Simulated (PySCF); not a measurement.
Compound: C6H8N2S.
SMILES: `n1n(ccc1C(C)=S)C`

All values: CAM-B3LYP/def2-SVPD (PySCF, non-relativistic), on one gas-phase PBE0-D3(BJ)/def2-SVP geometry that isn't relaxed in the solvent. The solvent is an IEF-PCM continuum (cavity from Bondi-type radii × 1.2), and excitations are vertical TDDFT with non-equilibrium linear response and a frozen core. Specific hydrogen bonds and non-electrostatic terms are outside this model.

Gas-phase singlets (H = HOMO, L = LUMO):

```
state  E (eV)  λ (nm)      f  leading configuration
   S1   2.394     518  0.000                H→L 98%
   S2   4.472     277  0.397              H-1→L 95%
   S3   5.104     243  0.028              H-2→L 94%
   S4   5.674     219  0.002              H-4→L 93%
   S5   6.156     201  0.023              H-3→L 76%
```

Q: How does the list change in tetrahydrofuran (ε = 7.426)?

A: 
| state | E (eV) | λ (nm) | f | leading configuration | change by rank (eV) |
| --- | --- | --- | --- | --- | --- |
| S1 | 2.535 | 489 | 0.000 | H→L 98% | +0.141 |
| S2 | 4.208 | 295 | 0.494 | H-1→L 97% | -0.264 |
| S3 | 4.841 | 256 | 0.043 | H-2→L 97% | -0.263 |
| S4 | 5.538 | 224 | 0.002 | H-4→L 94% | -0.136 |
| S5 | 6.024 | 206 | 0.083 | H-3→L 93% | -0.132 |

Q: How does the list change in dichloromethane (ε = 8.93)?

A: 
```tsv
state	E (eV)	λ (nm)	f	leading configuration	change by rank (eV)
S1	2.542	488	0.000	H→L 98%	+0.148
S2	4.198	295	0.498	H-1→L 97%	-0.274
S3	4.830	257	0.044	H-2→L 97%	-0.274
S4	5.533	224	0.002	H-4→L 94%	-0.141
S5	6.019	206	0.085	H-3→L 93%	-0.137
```

Q: The ground-state energy changes by -0.270 eV from gas to dichloromethane. By how much does the total energy of gas-phase S1 change?

A: E(S1) = E(S0) + excitation energy, so it changes by -0.270 + 0.148 = -0.122 eV: it is lowered less than the ground state, which is what a blue shift means. This is the vertical state, with the slow part of the continuum still set for S0.

Q: How do the frontier levels move from gas to dichloromethane?

A: 
```
orbital  gas (eV)  solvent (eV)  change (eV)
 LUMO+2      1.17          1.33        +0.16
 LUMO+1      1.03          1.30        +0.27
   LUMO     -1.13         -1.35        -0.22
   HOMO     -7.51         -7.87        -0.36
 HOMO-1     -8.20         -8.30        -0.10
 HOMO-2     -8.98         -8.94        +0.04
 HOMO-3    -10.15        -10.26        -0.11
```

The HOMO–LUMO gap goes from 6.39 to 6.52 eV. Rows go by rank; for LUMO+1 and LUMO+2 the atom shares or the degeneracy differ between the runs, so the row needn't follow one orbital.

Shape of the structure used: `[CH3:1][C:2](=[S:3])[c:4]1[cH:5][cH:6][n:7]([CH3:8])[n:9]1`: C1–C2–C4–C5 179°.
